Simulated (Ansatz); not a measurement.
Total energies of `CCCCCCCCCCS` from Ansatz at PBE0-D4/def2-TZVP, gas phase (1 Eh = 27.2114 eV = 2625.5 kJ/mol). The reference geometry is relaxed at r2SCAN-D4/def2-SVP.

```
                state                       geometry  energy (Eh)
     charge 0 singlet                      reference   -792.05954
     charge 1 doublet                      reference   -791.73348
     charge 1 doublet  relaxed at r2SCAN-D4/def2-SVP   -791.73601
free C atom (triplet)                              –    -37.80537
free S atom (triplet)                              –   -397.97371
free H atom (doublet)                              –     -0.50104
```

Work out the vertical ionisation energy to the doublet.

E(charge 1 doublet) − E(charge 0 singlet) = -791.73348 − (-792.05954) = 0.32606 Eh = 8.87 eV. For comparison, −ε of the highest occupied level is 6.71 eV at this level, 2.16 eV less.

How much does the charge 1 doublet relax, and what is the adiabatic ionisation energy?

Relaxation: -791.73348 − (-791.73601) = 0.00253 Eh = 0.07 eV. Adiabatic ionisation energy: 0.32353 Eh = 8.80 eV, without zero-point energy. 

What is the binding energy per atom against free atoms?

Atoms: 10 × (-37.80537) + 1 × (-397.97371) + 22 × (-0.50104) = -787.05029 Eh. Binding: -787.05029 − (-792.05954) = 5.00925 Eh = 136.31 eV, or 4.13 eV for each of 33 atoms (no zero-point energy, no counterpoise term).
